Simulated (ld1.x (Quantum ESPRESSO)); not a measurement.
## Building the TM potential for bromine (Br) (PBE, scalar-relativistic).

| Item | Value |
| --- | --- |
| Element | bromine |
| Generator | ld1.x (Quantum ESPRESSO) 7.5 |
| Type | norm-conserving Troullier–Martins (Kleinman–Bylander form) |
| Functional | PBE |
| Relativity | scalar-relativistic |
| Frozen core | [Ar] 3d10 |
| Valence charge | 7 |
| Reference configuration | 4s2 4p5 |
| Partial waves | 4s (bound): rc 1.10 bohr; 4p (bound): rc 1.25 bohr |
| Local potential | all-electron potential smoothed inside 0.85 bohr (lloc = -1) |
| Core correction | Bessel-smoothed model core inside 1.05 bohr |

Estimate the cutoffs (Ry, on a coarse ladder) from which the occupation-weighted sum of valence levels, in a spherical-Bessel basis at the reference potential, stays within 10 and 1 mRy of its value at 400 Ry.

110 Ry and 230 Ry.

What does a ghost test show?

Ghost states, extra bound levels that the all-electron valence spectrum of the same l lacks: s at -151.4 eV, d at -3.7 eV. A true bound ghost makes a file unfit for plane-wave use. The logarithmic derivative shows an extra or strongly shifted pseudo pole above the reference energy (p near 1.14 Ry).

Which valence shell sets the plane-wave cutoff?

4s: its level needs 180 Ry to come within 1 mRy, against 80 Ry for 4p.

Tests: 4s2 4p4; 4s2 4p3; 4s2 4p2; 4s2 4p4.5; 4s1 4p5; 4s2 4p1; 4s2 4p5.3. Which has the largest error in its energy relative to the reference configuration, and how large is it?

4s2 4p1, with +128 meV (all-electron minus pseudo) on +115.32 eV.
